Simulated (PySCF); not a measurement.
Estimate the missing entries of this data sheet.

Species: C5H9FSe.
InChI=1S/C5H9FSe/c1-4(6)3-5(2)7/h4H,3H2,1-2H3/t4-/m0/s1

Conformer (atom-mapped SMILES and torsion angles): `[CH3:1][C:2](=[Se:3])[CH2:4][C@H:5]([CH3:6])[F:7]`: C1–C2–C4–C5 -89°, C2–C4–C5–C6 -179°.

```csv
property,level,value
point group,PBE0-D3(BJ)/def2-SVP,?
"rotational constants A, B, C",PBE0-D3(BJ)/def2-SVP,"3.166, 0.856, 0.750 GHz"
dipole moment,B3LYP/def2-SVPD,2.56 D
HOMO energy,B3LYP/def2-SVPD,?
LUMO energy,B3LYP/def2-SVPD,?
lowest singlet excitation,TDDFT B3LYP/def2-SVPD,"2.13 eV (582 nm, f = 0.000)"
strongest line among the 6 lowest singlet transitions,TDDFT B3LYP/def2-SVPD,"S2 at 4.91 eV (253 nm, f = 0.238)"
static isotropic polarisability,B3LYP/def2-SVPD,94.6 au
electronic spatial extent ⟨r²⟩ about the centre of nuclear charge,B3LYP/def2-SVPD,?
```

Electronic properties: PySCF, gas phase, density fitting. Isolated species at its PBE0-D3(BJ)/def2-SVP geometry (one conformer only). The calculation is non-relativistic and has no spin–orbit coupling, an omission that weighs most on selenium.

Problem. The point group?

Solution. C1.

Problem. What is the HOMO energy?

Solution. -5.89 eV.

Problem. The LUMO energy?

Solution. -2.50 eV.

Problem. The electronic spatial extent ⟨r²⟩ about the centre of nuclear charge?

Solution. 1459 bohr².

With B = h/(8π²I), that is 505.379 GHz u Å² over I, the principal moments of inertia are 159.6, 590.5 and 673.5 u Å² (most abundant isotopes); the inertial defect Ic − Ia − Ib is -76.6 u Å² (zero for a rigid planar frame, negative otherwise). The dipole equals about 8.5 × 10⁻³⁰ C·m (1 D = 3.33564 × 10⁻³⁰ C·m). The principal polarisabilities are 73.5, 94.0 and 116.4 au; their mean is the isotropic value. The 6 singlets span 2.13 to 5.93 eV, and their oscillator strengths add up to 0.34. The polarisability is 14.02 Å³ as a volume (1 au = 0.148185 Å³), or 1.15 au for each of the 82 electrons.

For the TDDFT job (B3LYP/def2-SVPD), time: 61 s wall; peak memory 1.0 GiB. Hardware: an Intel Xeon Platinum 8259CL at 2.50 GHz with one thread, no GPU (shared host).
